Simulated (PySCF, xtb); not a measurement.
CH5FInN, SMILES [CH3][In]([NH2])[F]. One conformer was computed; it need not be the lowest.

Harmonic wavenumbers (cm⁻¹) from xtb 6.7.1 with GFN2-xTB at its own minimum, in rising order: 38, 81, 97, 111, 151, 337, 396, 464, 629, 645, 662, 691, 1162, 1401, 1407, 1453, 3006, 3025, 3031, 3330, 3365.

What does B3LYP-D3(BJ)/def2-SVP in PySCF give at its own minimum? (Estimate from the structure and the level; the computed values follow.)

36, 106, 129, 143, 286, 366, 498, 583, 610, 721, 729, 770, 1186, 1433, 1434, 1514, 3053, 3163, 3171, 3531, 3636. Paired by order, the mean absolute difference is 79 cm⁻¹ and the zero-point energies are 36.4 and 38.7 kcal/mol.
